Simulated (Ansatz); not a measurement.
`[F][In]([Cl])[GeH3]` at its PBE0-D4/def2-TZVP geometry, where that method's forces vanish. The species carries charge 0 and has multiplicity 1. In takes the def2 core potential.

```tsv
atom	x (Å)	y (Å)	z (Å)
F1	-2.196	-0.680	1.750
In2	-0.400	-0.771	1.000
Cl3	0.791	-2.407	2.137
Ge4	0.350	0.749	-0.943
H5	-0.413	0.321	-2.203
H6	0.008	2.201	-0.588
H7	1.859	0.587	-1.153
```

(1) For each bond, give half the difference of the two atoms' forces along it (eV/Å; positive pushes the atoms apart) under PBE-D4, r2SCAN-D4, B3LYP-D4, ωB97M-V in def2-TZVPP. (Estimate.)

Answers

(1) The calculation gave: 
```json
{"bond": "F1–In2", "length (Å)": "1.948", "PBE-D4": "0.45", "r2SCAN-D4": "0.08", "B3LYP-D4": "0.24", "ωB97M-V": "0.05"}
{"bond": "In2–Cl3", "length (Å)": "2.321", "PBE-D4": "0.19", "r2SCAN-D4": "0.08", "B3LYP-D4": "0.21", "ωB97M-V": "0.00"}
{"bond": "In2–Ge4", "length (Å)": "2.579", "PBE-D4": "-0.18", "r2SCAN-D4": "-0.08", "B3LYP-D4": "-0.03", "ωB97M-V": "-0.05"}
{"bond": "Ge4–H5", "length (Å)": "1.534", "PBE-D4": "0.08", "r2SCAN-D4": "-0.04", "B3LYP-D4": "-0.02", "ωB97M-V": "-0.07"}
{"bond": "Ge4–H6", "length (Å)": "1.533", "PBE-D4": "0.08", "r2SCAN-D4": "-0.04", "B3LYP-D4": "-0.02", "ωB97M-V": "-0.07"}
{"bond": "Ge4–H7", "length (Å)": "1.532", "PBE-D4": "0.08", "r2SCAN-D4": "-0.04", "B3LYP-D4": "-0.02", "ωB97M-V": "-0.06"}
```

B3LYP here is the variant with VWN-RPA as its local correlation; programs differ in this.

Program: Ansatz 0.2.0.
